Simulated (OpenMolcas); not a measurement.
**Mn2+, Tc2+, Re2+: d5 down the group**

* Program: OpenMolcas
* Method: MS-RASPT2, IPEA 0.25 Eh, imaginary shift 0.1 Eh
* Basis: ANO-RCC-VTZP
* Scalar Hamiltonian: DKH2, point nucleus
* Spin-orbit coupling: RASSI with atomic mean-field integrals over the reference wave functions, term energies averaged over their components

Active space for each ion: 11 electrons in 8 orbitals (RAS1 p, at most 2 holes; RAS2 d); closed shells correlated by CASPT2: Mn2+ 3s; Tc2+ 4s; Re2+ 5s.

Computed levels in cm-1 above 6S 5/2:

| Level | Mn2+ | Tc2+ | Re2+ |
| --- | --- | --- | --- |
| 4G 7/2 | 27910 | 20990 | 19260 |
| 4G 11/2 | 27920 | 21040 | 20060 |
| 4G 9/2 | 27920 | 21080 | 20560 |
| 4P 1/2 | 30760 | 23900 | 21740 |
| 4D 7/2 | 33820 | 24950 | 23850 |
| 4D 1/2 | 33860 | 25490 | 26530 |
| 2I 11/2 | 40690 | 30700 | 28960 |
| 2I 13/2 | 40730 | 31030 | 31280 |
| 2F 7/2(1) | 44790 | 35290 | 38750 |
| weight of 6S in the lowest level (%) | 100 | 99 | 91 |

Mixed levels, with the weight of the term that names them: Re2+ 4G 7/2 (72 %), Re2+ 4P 1/2 (62 %), Re2+ 4D 7/2 (75 %), Re2+ 4D 1/2 (65 %), Re2+ 2F 7/2(1) (52 %).

Measured, with the error of the calculation in %. Measured levels: Mn2+ from Corliss and Sugar, J. Phys. Chem. Ref. Data 6, 1253 (1977); Re2+ from the list in Brasseur, Gamrath and Quinet, At. Data Nucl. Data Tables 157, 101636 (2024).

```tsv
Level	Mn2+	Re2+
4G 7/2	26860 (+3.9)	16890 (+14.0)
4G 11/2	26824 (+4.1)	18020 (+11.3)
4G 9/2		18346 (+12.1)
4D 7/2	32307 (+4.7)	20453 (+16.6)
4D 1/2	32369 (+4.6)	
2I 11/2	39174 (+3.9)	26170 (+10.7)
2I 13/2	39176 (+4.0)	28588 (+9.4)
2F 7/2(1)	42606 (+5.1)
```

Without spin-orbit coupling 4G lies 27920, 21020, 19800 cm-1 above 6S in that order; the difference to the level 4G 7/2, of either sign, comes from spin-orbit coupling, which also lowers the zero.

CASPT2 does not keep the components of a term degenerate, so their means are used; among the terms shown or strongly mixed into the levels shown the widest spread is 930 cm-1 (4d5 2I, Tc2+). Active for correlation alone: 3p; no level in the range computed is led by a configuration that opens it, so any true level of that kind is missing (holds for Mn2+). Active for correlation alone: 4p; no level in the range computed is led by a configuration that opens it, so any true level of that kind is missing (holds for Tc2+). Blocks of more than 70 roots (2S+1 = 2 even) ran without multistate coupling (holds for Re2+). Active for correlation alone: 5p; no level in the range computed is led by a configuration that opens it, so any true level of that kind is missing (holds for Re2+). Some terms miss by over 15 % even with CASPT2, which points to a basis or an active space too small for the shells correlated (holds for Re2+). Computed and measured levels are paired by configuration, term and J; levels that our copy of the source lacks, or whose pairing is in doubt (as where it misses far off the trend of its configuration), stay unpaired and out of the deviations. Only configurations of the active space appear.

A number in round brackets counts repeated terms of one configuration in the order of the reference energies.
